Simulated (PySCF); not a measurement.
SMILES C=C1C=COCC1, C$_{6}$H$_{8}$O

Cartesian coordinates in Å; atom numbers follow the order of the lines, from 1:
```xyz
15

C    -1.9885    0.8912   -0.0608
C    -0.7393    0.4550    0.0795
C     0.4285    1.3000   -0.0737
C     1.6613    0.7826   -0.0730
O     1.9573   -0.5358   -0.0444
C     0.8555   -1.3956   -0.2804
C    -0.3995   -0.9604    0.4705
H    -2.8357    0.2424    0.0807
H    -2.2000    1.9145   -0.3193
H     0.2920    2.3656   -0.1537
H     2.5573    1.3856   -0.1090
H     1.1840   -2.3903    0.0289
H     0.6462   -1.4086   -1.3602
H    -1.2190   -1.6428    0.2461
H    -0.2047   -0.9953    1.5469
```

Computed with PySCF 2.14.0, GIAO B3LYP/pcSseg-1 magnetisability, rotational g tensor and spin-rotation constants, non-relativistic, gas phase. Geometry: GFN2-xTB.

**Question.** Give the nuclear spin-rotation constants along the inertial axes (H = +C I·J) beside the isotropic shieldings.

**Answer.** Rotational constants 5.2034, 2.5693, 1.8134 GHz. A star marks the isotopologue with that one atom substituted, in its own axes.
```csv
atom,isotope,Caa (kHz),Cbb (kHz),Ccc (kHz),mean (kHz),σ (ppm)
H8,1H,-0.249,0.083,-0.220,-0.129,27.1
H9,1H,-0.270,0.078,-0.203,-0.132,26.9
H10,1H,-0.324,0.162,-0.228,-0.130,26.3
H11,1H,-0.204,0.092,-0.192,-0.101,25.3
H12,1H,-0.245,-0.012,-0.169,-0.142,27.4
H13,1H,-0.542,-0.264,0.101,-0.235,27.8
H14,1H,-0.412,0.006,-0.203,-0.203,29.8
H15,1H,-0.565,-0.270,0.071,-0.255,29.1
C1,13C*,1.464,1.062,0.309,0.945,70.6
C2,13C*,1.973,1.354,0.235,1.187,35.6
C3,13C*,1.526,1.100,0.279,0.968,70.5
C4,13C*,1.785,1.299,0.396,1.160,26.6
O5,17O*,-1.001,-0.610,-0.088,-0.566,201.3
C6,13C*,1.262,0.523,0.426,0.737,111.2
C7,13C*,0.920,0.451,0.313,0.561,146.7
```
For the geometry as given, no vibrational averaging.

**Question.** How do the rotational constants and the g tensor change when H8, H9, H10, H11, H12, H13, H14, H15 are replaced by deuterium?

**Answer.** Constants 4.0980, 2.2302, 1.5493 GHz; g -0.0331, -0.0278, -0.0060, against -0.0419, -0.0321, -0.0070 before.
